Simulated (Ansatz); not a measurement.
# Worked example: NaF + C3H9AlS → NaSH + C3H8AlF

Gas-phase species: NaF, singlet; C3H9AlS `C[CH2][Al]([CH3])[SH]`, singlet; NaSH `[Na][SH]`, singlet; C3H8AlF `C[CH2][Al]([CH3])[F]`, singlet. The partners trade F for SH: Na–F and Al–SH bonds give way to Na–SH and Al–F.

Shapes, held fixed at every level: PBE0-D4/def2-TZVP. Flexible molecules stand in one conformer, not always the lowest. Programs: Ansatz 0.2.0. Electronic energies: no zero-point or thermal term.

At CCSD(T)/def2-TZVPP; 1 Eh = 2625.50 kJ/mol:

```
species  energy (Eh)
    NaF  -261.818250
C3H9AlS  -759.306615
   NaSH  -560.405053
C3H8AlF  -460.746541
```

Problem. Work out ΔE of the reaction at this level.

Solution. 
1. Products less reactants: (-560.405053) + (-460.746541) − [(-261.818250) + (-759.306615)] = -0.026729 Eh = -70.2 kJ/mol.

Other levels give -73.1 (CCSD/def2-TZVPP) to -58.1 kJ/mol (PBE-D4/def2-TZVPP). No measured value is set beside it here. Outer-core shells of Na are correlated, in sets that cover them unevenly. Sets without diffuse functions underbind ionic bonds of s-block metals.
